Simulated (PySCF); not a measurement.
# Property card for `c1c(c(C#C)c(N)cc1)F`

C8H6FN.
Structure used (GFN2-xTB), in Å, numbered top down from 1:
```xyz
16
C8H6FN angstrom
C      0.7387    3.0753    0.6520
C      0.3439    1.9755    0.3742
C     -0.1061    0.6791    0.0334
C      0.6667   -0.4570    0.3482
N      1.8294   -0.3147    1.0588
C      0.1962   -1.7176   -0.0210
C     -1.0074   -1.8598   -0.6813
C     -1.7788   -0.7517   -0.9961
C     -1.3155    0.4961   -0.6325
F     -2.0587    1.5810   -0.9409
H      1.0623    4.0437    0.8915
H      2.2199    0.6121    1.1099
H      2.4821   -1.0794    1.0459
H      0.7904   -2.5869    0.2198
H     -1.3514   -2.8442   -0.9590
H     -2.7191   -0.8426   -1.5143
```

Some functional groups and rings: alkyne, benzene ring, amine and C–F bond.

GFN2-xTB geometry:

```yaml
Rotational_constants_A_B_C_of_the_GFN2-xTB_geometry: 1.794, 1.505, 0.819 GHz
```

From PBE0/pcSseg-1 ground state and GIAO shieldings, non-relativistic (PySCF):

```yaml
Dipole_moment: 3.05 D
HOMO_energy: -6.20 eV
LUMO_energy: -0.90 eV
HOMO–LUMO_gap: 5.30 eV
Lowest_Hirshfeld_atomic_charge: -0.18 e on N5
Highest_Hirshfeld_atomic_charge: +0.14 e on H13
13C_chemical_shifts_computed_TMS_as_zero_by_class: 176.9 (C9), 156.2 (C4), 136.3 (C7), 111.2 (C6), 109.0 (C8), 97.3 (C1), 96.9 (C3), 79.2 (C2) ppm
1H_chemical_shifts_computed_TMS_as_zero_by_class: 7.31 (H15), 6.59 (H16), 6.49 (H14), 4.29 (H12/H13), 3.27 (H11) ppm
Isotropic_shieldings_of_nuclei_other_than_C_and_H_by_class: 185 (N5), 282 (F10) ppm
Mayer_bond_orders_between_heavy_atoms: C1–C2 2.33, C2–C3 1.03, C3–C4 1.26, C4–N5 1.25, C4–C6 1.34, C6–C7 1.48, C7–C8 1.38, C8–C9 1.48, C9–F10 0.94, C9–C3 1.34
```

Monoisotopic mass (most abundant isotopes): 135.0484 u.

With B = h/(8π²I), that is 505.379 GHz u Å² over I, the principal moments of inertia are 281.7, 335.8 and 617.3 u Å² (most abundant isotopes); the inertial defect Ic − Ia − Ib is -0.2 u Å² (zero for a rigid planar frame, negative otherwise). The dipole equals about 10.2 × 10⁻³⁰ C·m (1 D = 3.33564 × 10⁻³⁰ C·m). The rotational constants make it an asymmetric top with κ = (2B − A − C)/(A − C) = 0.41, nearer the oblate limit (+1).

Isolated species at its GFN2-xTB geometry, gas phase. NMR classes are plain means over equivalent atoms (diastereotopic ones count apart unless rotation or inversion swaps them), as if these changed places fast; in this geometry the members of some classes differ.
